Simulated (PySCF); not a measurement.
**Basis and Hamiltonian dependence of the excitation energy of F⁺**

F⁺ [He] 2s2 2p4 (3P) → F⁺ [He] 2s1 2p5 (3P). All values are computed (PySCF 2.14, energy differences of UHF-based or UKS calculations, no spin-orbit coupling). Values in eV.

```
                                                               basis       Hamiltonian  functions     UHF  r2SCAN    PBE0  MP2 (valence)  CCSD(T) (valence)  CCSD(T) (valence and next inner shell)
                                                      aug-cc-pVDZ-DK     spin-free X2C         23  21.946  19.755  19.714         21.022             20.633                                     n/a
                                                         aug-cc-pVDZ  non-relativistic         23  21.853  19.662  19.622         20.930             20.543                                     n/a
                                                        ANO-RCC-VTZP     spin-free X2C         30  21.817  19.609  19.570         20.852             20.526                                  20.502
                                                          def2-TZVPP  non-relativistic         31  21.708     n/a     n/a         20.759             20.488                                     n/a
                                                        x2c-TZVPPall     spin-free X2C         31  21.801  19.601  19.562         20.851             20.578                                     n/a
                                                         def2-TZVPPD  non-relativistic         40  21.709  19.509  19.469         20.750                n/a                                     n/a
                                                          dyall-av2z  non-relativistic         42  21.699  19.509  19.471         20.771                n/a                                     n/a
                                                        x2c-QZVPPall     spin-free X2C         57  21.795  19.601  19.561         20.819             20.521                                  20.475
                                                          dyall-av3z     spin-free X2C         71  21.792  19.591  19.556         20.863             20.524                                     n/a
                                                          dyall-av3z  non-relativistic         71  21.701  19.501  19.466         20.772             20.436                                     n/a
   x2c-QZVPPall with one added diffuse shell each of s, p, d, f type     spin-free X2C         73  21.795  19.600  19.561         20.818             20.487                                  20.441
aug-cc-pCVTZ-DK with one added diffuse shell each of s, p, d, f type     spin-free X2C         75  21.836  19.630  19.599         20.886             20.542                                  20.494
                                                         dyall-acv3z     spin-free X2C         76  21.792  19.591  19.556         20.861             20.523                                  20.489
                                                         dyall-acv3z  non-relativistic         76  21.701  19.500  19.465         20.771             20.435                                  20.401
```

Frozen in the all-electron rows: valence: 1s2; valence and next inner shell: nothing.

Reference for a calculation without spin-orbit coupling: 20.431 eV (measured, between term centres; NIST).
